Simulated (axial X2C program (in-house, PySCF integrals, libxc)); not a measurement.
How long does AsP⁻ take?

A bond scan computed with an in-house relativistic program for diatomic molecules. Basis: As dyall-acv3z [10s10p7d5f1g], P dyall-av3z [9s8p3d2f] (cores contracted in-house).

Input file and command:
```json
{"zs": [33, 15], "q": -1, "bas": ["dyall-acv3z", "dyall-av3z"], "levels": ["PBE0", "HF", "PW91"], "cc": true, "r0": 2.16, "thr": -2.0, "nmax": 90, "npts": 10, "nst": 2, "ntry": 6}
```
```bash
python so2c.py task.json out
```

Keys: zs atomic numbers; q charge; bas basis sets; levels methods; cc coupled cluster on or off; r0 starting distance in Å; thr threshold in hartree for freezing inner shells (an s shell follows its p shell); nmax most natural virtual spinors; npts points on the curve; nst determinants followed; ntry starts of the search. HF also brings MP2.

Hardware: 1 thread of Arm Neoverse V1, on a shared host.

Wall time of one point of each curve, integrals apart:

| Hamiltonian | level | points | seconds a point |
| --- | --- | --- | --- |
| spin-free | PBE0 | 10 | 0.54 |
| spin-free | HF | 10 | 0.6 |
| spin-free | CCSD(T) (11 electrons, 90 virtuals) | 6 | 5.3 |
| spin-free | PW91 | 10 | 0.37 |
| 2c | PBE0 | 10 | 0.77 |
| 2c | HF | 10 | 1.2 |
| 2c | CCSD(T) (11 electrons, 90 virtuals) | 6 | 6.6 |
| 2c | PW91 | 10 | 0.39 |

The rest:

Search with its distance optimisation 30 s, atoms 24 s, whole task 160 s. Coupled cluster runs on the points near the minimum only. The program drops outer points, and coupled cluster, when its time limit (not in the input) nears; MP2, further determinants and curves that did not converge are not in the table.
